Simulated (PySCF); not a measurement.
What does the PBE0-D3(BJ)/def2-SVP structure of InChI=1S/C2H7Ge2N/c3-1-4-2-5/h1,4H2,3H3 look like in three dimensions?

```xyz
12
C2H7Ge2N angstrom
N      3.2403    0.6656   -0.0099
C      2.3214   -0.0373    0.0697
Ge     0.7634   -1.1768    0.1764
C     -0.6515   -0.3087   -0.8321
Ge    -1.1978    1.4519   -0.1551
H      0.4294   -1.3047    1.6689
H      1.1842   -2.5314   -0.4108
H     -1.5285   -0.9756   -0.8366
H     -0.3160   -0.2020   -1.8757
H     -1.6936    1.3050    1.2954
H     -0.0051    2.4197   -0.1932
H     -2.3407    1.9950   -1.0314
```

Orientation and origin are arbitrary. Atoms count from 1 in this order. The C–Ge distances run from 1.933 Å (C2–Ge3, drawn single) to 1.964 Å (C4–Ge5, drawn single), a spread of 0.031 Å. Ge5 (germanium bonded to C and 3 H) is tetrahedral (angles from 109.1° to 109.9°). Ge3 (germanium bonded to 2 C and 2 H) is distorted tetrahedral (angles from 106.1° to 113.3°).

Bonds between heavy atoms (Å): N1≡C2 1.160, C2–Ge3 1.933, Ge3–C4 1.942, C4–Ge5 1.964.

Method: PySCF, PBE0-D3(BJ)/def2-SVP geometry optimisation, gas phase.

Point group: C1 (no symmetry element, even within 0.4 Å). No frequency check. The numbers are those of one conformer (C2–Ge3–C4–Ge5 -62°).
